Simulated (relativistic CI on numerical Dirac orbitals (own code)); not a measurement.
## Hg3+: O2,3 absorption edge

Computed with this model: Dirac-Coulomb-Breit CI, orbitals from a KLI potential per configuration, model QED (radiative potential, 1s self-energy scaled to tabulated hydrogen-like ionisation energies), valence Slater integrals scaled by 0.8, multiplet model of core-to-valence dipole absorption; configurations [Xe] 4f14 5d9 → [Kr] 4d10 4f14 5s2 5p5 5d10; 300 K; Lorentzian 1 eV and Gaussian 0.3 eV FWHM. Energies are those of the free ion, without screening or charge transfer. The branching ratio is the share of the lower-energy edge in the whole absorption, uncertain by about 0.02 where the edges overlap. S is read from ⟨S²⟩ = S(S + 1).

Field parameters in Wybourne normalisation: Oh B⁴₀ = 21Dq, B⁴₄ = √(5/14) B⁴₀. The field is a parameter set, without covalency.

free ion: ground-state S = 0.50, centroid 60.54 eV. Peaks (eV, height): 60.5 (100).

Oh, 10Dq = 7000 cm⁻¹: ground-state S = 0.50, centroid 61.28 eV. Peaks (eV, height): 60.8 (100).

Oh, 10Dq = 15850 cm⁻¹: ground-state S = 0.50, centroid 62.80 eV. Peaks (eV, height): 61.2 (100), 79.5 (9).

Oh, 10Dq = 24650 cm⁻¹: ground-state S = 0.50, centroid 64.16 eV. Peaks (eV, height): 61.8 (100), 80.0 (15).

Oh, 10Dq = 33450 cm⁻¹: ground-state S = 0.50, centroid 65.31 eV. Peaks (eV, height): 62.5 (100), 80.8 (18).

Oh, 10Dq = 42300 cm⁻¹: ground-state S = 0.50, centroid 66.33 eV. Peaks (eV, height): 63.0 (100), 81.2 (22).

Strongest unbroadened transitions for Oh, 10Dq = 7000 cm⁻¹:

```json
{"Energy (eV)": "60.80", "Relative strength": "100.0"}
{"Energy (eV)": "78.98", "Relative strength": "2.7"}
```
